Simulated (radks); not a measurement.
The numbers below are computed, except where a source is named.
Species: Pd XXIX. Configuration: [Ar]. Code: a radial shooting solver on a logarithmic mesh with Libxc functionals. Model: non-relativistic Kohn-Sham, LDA (Slater exchange, Perdew-Wang correlation), spin-unpolarised, spherical densities, point nucleus; relativity is left out, which matters for an element this heavy.

Normalised radial functions P(r) = r R(r), r in bohr:

r	2s	3s
0.002842	0.4963	0.2399
0.003205	0.5501	0.2659
0.003613	0.6082	0.2940
0.004074	0.6707	0.3241
0.004593	0.7375	0.3563
0.005179	0.8082	0.3904
0.005839	0.8822	0.4260
0.006584	0.9587	0.4628
0.007423	1.0365	0.5001
0.00837	1.1140	0.5371
0.009437	1.1891	0.5728
0.01064	1.2590	0.6058
0.012	1.3205	0.6344
0.01353	1.3695	0.6566
0.01525	1.4012	0.6699
0.0172	1.4103	0.6717
0.01939	1.3908	0.6588
0.02186	1.3362	0.6281
0.02465	1.2401	0.5762
0.02779	1.0964	0.5000
0.03133	0.9001	0.3973
0.03533	0.6479	0.2666
0.03983	0.3394	0.1082
0.04491	-0.0220	-0.0752
0.05104	-0.4568	-0.2921
0.05755	-0.8959	-0.5054
0.06489	-1.3458	-0.7146
0.07316	-1.7814	-0.9025
0.08249	-2.1740	-1.0482
0.093	-2.4935	-1.1295
0.1049	-2.7122	-1.1245
0.1182	-2.8087	-1.0157
0.1333	-2.7719	-0.7936
0.1503	-2.6050	-0.4608
0.1695	-2.3260	-0.0355
0.1911	-1.9668	0.4478
0.2154	-1.5679	0.9400
0.2429	-1.1722	1.3836
0.2739	-0.8166	1.7219
0.3088	-0.5262	1.9107
0.3482	-0.3109	1.9289
0.3925	-0.1668	1.7853
0.4426	-0.0803	1.5167
0.499	-0.0343	1.1799
0.5626	-0.0128	0.8359
0.6344	-0.0041	0.5353
0.7153	-0.0011	0.3069
0.8064	-0.0002	0.1558
0.9093	0.0000	0.0691
1.025	0.0000	0.0263
1.156	0.0000	0.0085
1.303	0.0000	0.0023
1.469	0.0000	0.0005
1.657	0.0000	0.0001
1.868	0.0000	0.0000
2.106	0.0000	0.0000

2s: eigenvalue -4663.1 eV, 1 radial node at r = 0.0446 bohr, <r> = 0.143 bohr, 90 % of the charge inside 0.219 bohr. 3s: eigenvalue -1690.1 eV, 2 radial nodes at r = 0.0428, 0.171 bohr, <r> = 0.354 bohr, 90 % of the charge inside 0.513 bohr.
